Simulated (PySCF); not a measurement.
## Polarisability and C₆ of Tl⁺ (thallium, charge +1)

[Xe] 4f14 5d10 6s2, closed-shell 1S. All numbers are calculated (PySCF 2.14, scalar relativity by spin-free X2C-1e, in aug-cc-pVQZ-DK3). Coupled (time-dependent) response in atomic units; α is the mean over directions.

| method | mean α (bohr³) | C₆ (like pair) | S(−4) |
| --- | --- | --- | --- |
| r2SCANh | 21.00 | 171.4 | 124.0 |

S(−4) is the Cauchy moment in α(ω) = α(0) + S(−4) ω² + …

α(iu) at r2SCANh:

```tsv
u (hartree)	α(iu) (bohr³)
0	21.00
0.0500	20.69
0.100	19.85
0.200	17.22
0.300	14.41
0.500	10.18
0.750	7.144
1.00	5.394
1.50	3.474
2.00	2.442
3.00	1.385
5.00	0.6047
```

For an ion, C₆ is the dispersion term alone; charge-induced terms of lower order in 1/R come first.

Spin-orbit coupling, which splits the p, d and f shells strongly at this Z, is absent.
